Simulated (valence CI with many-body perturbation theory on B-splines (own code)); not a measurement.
# E1 transitions of Pr LV

Calculated by valence CI with perturbative core correlation (CI+MBPT): three valence electrons over a frozen Dirac-Fock core [He], radial functions for each j: 11 s, 11 p, 10 d, 8 f, 5 g, 2 h, with the one-electron correlation potential Σ1, the two-electron term Σ2, the three-electron term Σ3, Breit, model QED; selected CI, second order for the rest, scaled by the run's own slope (own B-spline code, finite nucleus).

The last digits are not significant, and no measured levels were compared; by estimate large intervals hold to a few tenths of a per cent, small ones and those within an open d or f shell to about a per cent.

Lines 51 to 100 of 556 in falling wavelength, among levels below 73866 × 10³ cm⁻¹, chosen from the strongest by gf and those to the six lowest levels. Wavelengths and rates use the calculated energies. Electric multipoles are in the length gauge, E1 and E2 with the static RPA response of the core. Weak lines are less certain than strong ones. Lines between different terms over intervals too small for the method are left out, as are lines whose strength nearly cancels. The highest levels of a list are the least certain.

Levels are named by their leading jj configuration (3d3/2^4 stands for four electrons in 3d with j = 3/2), which in mixed levels can hold well under half, so a name can repeat and another be missing. Letters in brackets count levels of one name in rising energy.

```tsv
λ vac (nm)	Upper	Lower	A (s⁻¹)	S (a.u.)
13.06	(2s 2p1/2 3d5/2) J=5/2 [b]	(2s 2p1/2 3p3/2) J=3/2 [b]	9.91e+09	6.54e-02
10.27	(2p3/2^2 3d5/2) J=5/2 [a]	(2p3/2^2 3p3/2) J=5/2	8.68e+09	2.78e-02
9.495	(2s 2p1/2 2p3/2) J=3/2 [a]	(2s^2 2p3/2) J=3/2	5.18e+08	8.76e-04
8.824	(2p1/2 2p3/2 3p3/2) J=7/2	(2s 2p3/2 3p3/2) J=5/2 [b]	1.66e+10	4.51e-02
8.357	(2s 2p1/2 3p3/2) J=5/2	(2s^2 3p3/2) J=3/2	1.37e+10	2.37e-02
7.511	(2s 2p1/2 2p3/2) J=5/2	(2s^2 2p3/2) J=3/2	5.10e+09	6.40e-03
6.935	(2p1/2^2 3d3/2) J=3/2	(2s 2p1/2 3d3/2) J=1/2	4.27e+10	2.81e-02
6.801	(2p1/2 2p3/2 3d3/2) J=5/2 [a]	(2s 2p3/2 3d3/2) J=3/2 [a]	2.38e+10	2.22e-02
6.793	(2p1/2 2p3/2 3d3/2) J=5/2 [b]	(2p1/2 2p3/2 3p1/2) J=3/2 [b]	3.75e+10	3.48e-02
6.653	(2p1/2^2 3p3/2) J=3/2	(2s 2p1/2 3p3/2) J=1/2	8.53e+10	4.96e-02
6.629	(2s 2p1/2 3d3/2) J=3/2 [b]	(2s 2p1/2 3p1/2) J=1/2 [b]	4.00e+10	2.30e-02
6.621	(2s 2p1/2^2) J=1/2	(2s^2 2p1/2) J=1/2	1.26e+10	3.62e-03
6.608	(2p1/2 2p3/2 3p3/2) J=7/2	(2s 2p3/2 3p3/2) J=5/2 [a]	4.39e+10	5.01e-02
6.607	(2p1/2 2p3/2 3p3/2) J=3/2 [a]	(2p1/2 2p3/2 3s) J=3/2 [c]	5.82e+10	3.32e-02
6.606	(2p1/2 2p3/2 3d3/2) J=3/2 [b]	(2p1/2 2p3/2 3p1/2) J=3/2 [b]	5.06e+10	2.88e-02
6.498	(2s 2p3/2 3d3/2) J=5/2 [a]	(2s 2p3/2 3p1/2) J=3/2 [a]	2.06e+10	1.68e-02
6.389	(2p3/2^2 3p3/2) J=5/2	(2p3/2^2 3s) J=3/2	6.04e+10	4.67e-02
6.376	(2p3/2^2 3d3/2) J=3/2 [b]	(2p3/2^2 3p1/2) J=1/2	5.60e+10	2.86e-02
6.368	(2p1/2 2p3/2 3p3/2) J=5/2 [a]	(2p1/2 2p3/2 3s) J=3/2 [b]	4.07e+10	3.12e-02
6.337	(2p1/2 2p3/2 3d3/2) J=1/2 [b]	(2p1/2 2p3/2 3p1/2) J=3/2 [b]	6.59e+10	1.66e-02
6.335	(2p3/2^2 3p3/2) J=1/2	(2p3/2^2 3s) J=3/2	1.24e+11	3.10e-02
6.318	(2p1/2 2p3/2 3d3/2) J=7/2	(2p1/2 2p3/2 3p1/2) J=5/2	5.85e+10	5.83e-02
6.296	(2p3/2^2 3d3/2) J=5/2	(2p3/2^2 3p1/2) J=5/2	4.56e+10	3.37e-02
6.261	(2p3/2^2 3d3/2) J=3/2 [a]	(2p3/2^2 3p1/2) J=3/2	7.05e+10	3.42e-02
6.255	(2p1/2^2 4f7/2) J=7/2	(2s 2p1/2 4f7/2) J=9/2	2.06e+10	1.99e-02
6.236	(2s 2p1/2 3d3/2) J=1/2	(2s 2p1/2 3p1/2) J=1/2 [b]	8.34e+10	2.00e-02
6.235	(2p3/2^2 3d3/2) J=7/2	(2p3/2^2 3p1/2) J=5/2	9.18e+10	8.78e-02
6.227	(2p1/2^2 2p3/2) J=3/2	(2s 2p1/2 2p3/2) J=1/2	9.61e+09	4.58e-03
6.216	(2p3/2^2 3d3/2) J=5/2	(2p3/2^2 3p1/2) J=3/2	4.18e+10	2.97e-02
6.197	(2s 2p3/2 3d3/2) J=7/2	(2s 2p3/2 3p1/2) J=5/2	7.97e+10	7.49e-02
6.162	(2p1/2^2 4d5/2) J=5/2	(2s 2p1/2 4d5/2) J=7/2	2.57e+10	1.78e-02
6.147	(2s 2p1/2 3d3/2) J=3/2 [a]	(2s 2p1/2 3p1/2) J=1/2 [a]	8.57e+10	3.93e-02
6.145	(2s 2p3/2 3d3/2) J=5/2 [b]	(2s 2p3/2 3p1/2) J=3/2 [b]	9.65e+10	6.63e-02
6.119	(2p3/2^2 3d3/2) J=1/2	(2p3/2^2 3p1/2) J=3/2	9.17e+10	2.07e-02
6.105	(2p3/2^2 3p3/2) J=5/2	(2p3/2^2 3s) J=5/2	7.36e+10	4.96e-02
6.103	(2p1/2 2p3/2 3d5/2) J=7/2 [a]	(2s 2p3/2 3d5/2) J=9/2	1.83e+10	1.64e-02
6.103	(2p3/2^2 3p3/2) J=7/2	(2p3/2^2 3s) J=5/2	1.48e+11	1.33e-01
6.095	(2s 2p1/2 3d3/2) J=5/2	(2s 2p1/2 3p1/2) J=3/2	8.10e+10	5.43e-02
6.082	(2s 2p1/2 3p3/2) J=3/2 [b]	(2s 2p1/2 3s) J=1/2 [b]	7.72e+10	3.43e-02
6.074	(2p1/2 2p3/2 3p1/2) J=5/2	(2s 2p3/2 3p1/2) J=5/2	5.13e+10	3.40e-02
6.070	(2s^2 3d3/2) J=3/2	(2s^2 3p1/2) J=1/2	9.31e+10	4.11e-02
6.038	(2p1/2 2p3/2 3d3/2) J=5/2 [a]	(2p1/2 2p3/2 3p1/2) J=3/2 [a]	4.77e+10	3.11e-02
6.025	(2p1/2 2p3/2 3p3/2) J=3/2 [b]	(2p1/2 2p3/2 3s) J=3/2 [c]	3.87e+10	1.67e-02
6.003	(2s 2p3/2 3d3/2) J=3/2 [a]	(2s 2p3/2 3p1/2) J=3/2 [a]	7.62e+10	3.25e-02
5.958	(2p1/2^2 3d5/2) J=5/2	(2s 2p1/2 3d5/2) J=7/2	2.85e+10	1.79e-02
5.956	(2p1/2 2p3/2 3d3/2) J=3/2 [a]	(2p1/2 2p3/2 3p1/2) J=1/2	4.16e+10	1.74e-02
5.956	(2s 2p3/2 3d3/2) J=1/2 [a]	(2s 2p3/2 3p1/2) J=3/2 [a]	1.20e+11	2.51e-02
5.942	(2p1/2 2p3/2 3p3/2) J=5/2 [b]	(2s 2p3/2 3p3/2) J=5/2 [a]	5.65e+10	3.51e-02
5.928	(2s 2p3/2 3d3/2) J=3/2 [b]	(2s 2p3/2 3p1/2) J=1/2	4.36e+10	1.79e-02
5.927	(2s 2p3/2 3p3/2) J=5/2 [b]	(2s 2p3/2 3s) J=3/2 [b]	1.55e+11	9.55e-02
```
